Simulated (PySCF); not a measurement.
A calculated (B2PLYP, PySCF 2.14, aug-cc-pCVDZ, the non-relativistic Hamiltonian (point nucleus)) atom or ion has these occupied shells.

| shell | electrons | orbital energy (eV) | rms radius, mean of both spins (bohr) |
| --- | --- | --- | --- |
| 1s α | 1 | -119.31 | 0.486 |
| 1s β | 1 | -118.54 | 0.486 |
| 2s α | 1 | -8.680 | 2.76 |
| 2p α | 1 | -4.884 | 3.19 |

Name the element and its charge.

Be (beryllium, neutral), in [He] 2s1 2p1, high-spin 3P determinant (an excited configuration).
